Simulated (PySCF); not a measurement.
## Working out the ionisation energy of Bi

Bi [Xe] 4f14 5d10 6s2 6p3 (4S) → Bi⁺ [Xe] 4f14 5d10 6s2 6p2 (3P). Calculation: PySCF 2.14, in aug-cc-pVDZ-PP with ECP60MDF (5s4p3d, 32 functions); a scalar-relativistic core potential. Frozen: 5s2 5p6 5d10. Energies in hartree (1 hartree = 27.21139 eV):

| part | Bi (lower) | Bi⁺ (upper) |
| --- | --- | --- |
| UHF | -213.591272 | -213.288739 |
| MP2 opposite-spin | -0.027351 | -0.023940 |
| MP2 same-spin | -0.011810 | -0.005442 |

**Question.** What does Hartree-Fock give?

**Answer.** (-213.288739) − (-213.591272) = 0.302533 hartree = 8.232 eV.

**Question.** What do MP2 and SCS-MP2 (6/5 opposite-spin, 1/3 same-spin) give?

**Answer.** The opposite-spin parts differ by 0.093 eV and the same-spin parts by 0.173 eV. MP2: 8.232 + (0.093) + (0.173) = 8.498 eV. SCS-MP2: 8.232 + 1.2 × (0.093) + (0.173)/3 = 8.401 eV.

Reference: 7.286 eV (measured; NIST Atomic Spectra Database, ionization energies), between the lowest levels; spin-orbit coupling is absent from the calculation.

A double-zeta basis recovers only part of the correlation energy.

What remains against the reference includes basis incompleteness, the frozen core and correlation beyond second order.
